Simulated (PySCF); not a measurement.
Cartesian coordinates in Å; atom numbers follow the order of the lines, from 1:
```xyz
11

F    -0.361   -2.734    0.307
C    -0.281   -1.425    0.159
N    -1.398   -0.755    0.084
C    -1.351    0.541   -0.063
F    -2.497    1.192   -0.137
C    -0.170    1.259   -0.143
F    -0.152    2.572   -0.290
C     1.014    0.542   -0.063
F     2.171    1.163   -0.133
C     0.970   -0.836    0.092
F     2.085   -1.540    0.169
```

How the numbers were obtained: structure optimised with PBE0-D3(BJ)/def2-TZVP, σ from GIAO-B97-2/pcSseg-2, in PySCF (a single conformation, no solvent, equivalent nuclei averaged, no relativistic terms).

Shifts are taken against calculated references (same method and geometry level): TMS for 13C (σ = 185.38 ppm); 19F (σ = 175.98 ppm) vs CFCl3; NH3 for 15N (σ = 261.75 ppm).

```
 atoms  nucleus  count  δ (ppm)
 C2/C4      13C      2    152.7
C6/C10      13C      2    141.7
    F9      19F      1        ?
 F1/F5      19F      2    -86.4
    N3      15N      1        ?
    C8      13C      1    159.3
F7/F11      19F      2   -167.9
```

**Question.** Estimate the values marked ?.

**Answer.** 
- F9: -136.7 ppm, aryl fluorine
- N3: 260.6 ppm, pyridine-type ring nitrogen

Shifts are as computed. Against solution values, carbons near 30 ppm lie about +3 ppm off and those near 130 ppm about +7 ppm. Of 1309 compounds with measured shifts, 239 miss one by over three times the rms of a fit or turn the order of signals round; such compounds aren't used in these exercises. Unscaled 19F shifts against computed CFCl3 carry errors that often reach 10 to 50 ppm. Experimental scales use liquid or dissolved standards, which lie at an offset from isolated NH3 (liquid NH3: subtract about 20 ppm). Unscaled 15N shifts of sp2 nitrogen come out 20 to 40 ppm too high even then.
